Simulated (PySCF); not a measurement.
# Reading the logs of faulty runs: AlClH2NSi

All numbers below are calculated, not measured. The program is PySCF 2.14.0, an open-source quantum chemistry code, run on an isolated molecule that a program drew, which may never have been made. The molecule is AlClH2NSi (charge 0, doublet), drawn as the SMILES string `[SiH2][N]=[Al][Cl]`.

Each row is a Hartree-Fock (HF) and frozen-core CCSD(T) single point in the cc-pV(D+d)Z basis, meant for a local HF minimum. Run 1 is clean. Each other run has one planted mistake out of seven kinds, and not every kind appears here: one electron removed, one electron added, multiplicity raised by two, geometry at a saddle point, minimal basis STO-3G, one bond length entered in bohr, all coordinates scaled. The reference is restricted for singlets and unrestricted otherwise, and also for a bond in bohr. Adding or removing an electron swaps singlet and doublet. Electrons count all cores. HOMO and LUMO are orbital energies over both spins, the gradient is its largest component, and the lowest frequency (negative if imaginary) is given only where the gradient is small. Bond lengths are over the 5 bonds as drawn. T1 is the CCSD diagnostic: over 0.02 (restricted) or 0.045 (unrestricted) a single reference is doubtful.

Geometry of the clean run:
```xyz
6
AlClH2NSi, angstrom
Si    0.3940    0.4092   -0.0308
N     1.3730   -0.4104   -0.9290
Al    2.4365   -1.3196   -1.9657
Cl    4.1062   -2.3553   -1.1068
H     0.5546    1.8372    0.2961
H    -0.8225   -0.1366    0.5971
```

```
run  electrons  basis functions  <S^2>  HOMO (eV)  LUMO (eV)  gradient (hartree/bohr)  lowest frequency (cm^-1)  mean bond (Å)  longest bond (Å)      T1  HF (hartree)  CCSD(T) (hartree)                 mistake
  1         53               93  0.754      -8.24       1.02                  3.0e-05                        77         1.6789             2.144  0.0190   -1046.03352        -1046.51684                no fault
  2         53               93  0.784      -8.64       0.61                  3.9e-02                         -         1.7813             2.275  0.0249   -1046.01041        -1046.50495  all coordinates scaled
  3         52               93  0.000     -15.56      -6.58                  7.7e-02                         -         1.6789             2.144  0.0194   -1045.76012        -1046.24077                       ?
  4         53               93  0.753      -8.25       0.84                  3.8e-05                      -127         1.6818             2.150  0.0181   -1046.03022        -1046.51174                       ?
```

**Which mistake was planted in run 3, and what did it cost?**

It counts 52 electrons, one fewer than the clean run, at the same geometry and basis. So the mistake is: one electron removed. Subtracting run 1 and multiplying by 627.51 kcal/mol a hartree, the energy moved by 171.6 kcal/mol in HF and 173.2 kcal/mol in CCSD(T).

**Which mistake was planted in run 4, and what did it cost?**

The gradient is small, so the point is stationary, but the lowest frequency is imaginary (-127 cm^-1). So the mistake is: geometry at a saddle point. Subtracting run 1 and multiplying by 627.51 kcal/mol a hartree, the energy moved by 2.1 kcal/mol in HF and 3.2 kcal/mol in CCSD(T).

